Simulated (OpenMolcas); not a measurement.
Sr: effect of the basis set

| Item | Value |
| --- | --- |
| Program | OpenMolcas 26.06 |
| Method | MS-CASPT2, IPEA 0.25 Eh, imaginary shift 0.1 Eh (closed shells correlated: 4s 4p) |
| Active space | 2 electrons in 9 orbitals (4d 5s 5p) |
| State averaging | 2S+1 = 3 even, 18 roots (15 in the spin-orbit step); 2S+1 = 1 even, 12 roots; 2S+1 = 3 odd, 18 roots; 2S+1 = 1 odd, 15 roots |
| Spin-orbit coupling | RASSI with atomic mean-field integrals over the reference wave functions, term energies averaged over their components |

A. ANO-RCC-VTZP [7s6p3d1f], DKH2, point nucleus; CASPT2 step of the order of 17 core-seconds
B. ANO-RCC-VQZP [8s7p4d2f1g], DKH2, point nucleus; CASPT2 step of the order of 40 core-seconds
C. ANO-RCC [11s10p7d4f2g], DKH2, point nucleus; CASPT2 step of the order of 80 core-seconds

Energies in cm⁻¹ above 5s² ¹S₀, the measured ground level; measured values from NIST Handbook of Basic Atomic Spectroscopic Data.

```
            Level      A      B      C  Measured
          5s² ¹S₀    0.0    0.0    0.0       0.0
       5s 5p ³P°₀  13770  14030  14170     14318
       5s 5p ³P°₁  13880  14120  14270     14504
       5s 5p ³P°₂  14110  14310  14470     14899
        4d 5s ³D₁  20740  18760  18440     18159
        4d 5s ³D₂  20810  18830  18500     18219
        4d 5s ³D₃  20930  18930  18610     18319
       5s 5p ¹P°₁  21890  21320  21400     21698
        4d 5s ¹D₂  22670  21000  20540     20150
4d 5p ³F°₂ [60 %]  35270  33360  32720     33267
4d 5p ¹D°₂ [60 %]  35560  34080  33800     33827
       4d 5p ³F°₃  35590  33560  32920     33590
       4d 5p ³F°₄  35870  33810  33180     33919
          5p² ³P₀  36300  35190  35020     35193
          5p² ³P₁  36480  35360  35210     35400
          5p² ³P₂  36770  35600  35440     35675
       4d 5p ³D°₁  38410  37200  36230     36264
       4d 5p ³D°₂  38520  37300  36340     36382
       4d 5p ³D°₃  38690  37470  36500     36560
       4d 5p ³P°₀  39470  37760  36870     37292
       4d 5p ³P°₁  39490  37790  36900     37303
       4d 5p ³P°₂  39530  37830  36950     37337
```

Deviations, from unrounded energies. A percentage is the sum of absolute deviations over the sum of measured energies, with the sign that they share, or ± where signs differ.

```json
{"Against measurement": "mean absolute deviation (cm-1)", "Levels": "21", "A": "1700", "B": "430", "C": "300"}
{"Against measurement": "other configurations (%)", "Levels": "21", "A": "±6.0", "B": "±1.5", "C": "±1.0"}
```

C lies closest to measurement on these levels and A furthest from it. The largest miss of C in the table is 4d 5p ³F°₄, by -740 cm-1. The ranking rests on the paired levels alone, and a cruder setting can come out closer through cancelling errors.

Among A to C the level of the table that moves most is 4d 5p ³F°₄, by 2700 cm-1 (lowest in C, highest in A). Moves below CASPT2's spread within the term are not significant.

CASPT2 does not keep the components of a term degenerate, so their means are used; among the terms shown or strongly mixed into the levels shown the widest spread is 220 cm-1 (4d 5p ³F°, C). Over all roots computed the reference weight is 0.89 to 0.94 in C; the roots of lowest weight are the least certain, and an intruder state may touch them. Some high roots are left out of the spin-orbit mixing, which shifts the levels that they would mix with. A single d shell beside an s shell can misplace configurations of different d count against each other. Some levels mix across a computed gap that differs much from the measured one, so their mixing is not that of the real levels (holds for A). Computed and measured levels are paired by configuration, term and J; levels that our copy of the source lacks, or whose pairing is in doubt (as where it misses far off the trend of its configuration), stay unpaired and out of the deviations. Only configurations of the active space appear. The table leaves out levels that lie high or whose names do not pair safely across all columns.

A share in square brackets marks a mixed level and gives the weight of the term that names it, the lowest over the columns. ° marks odd parity.
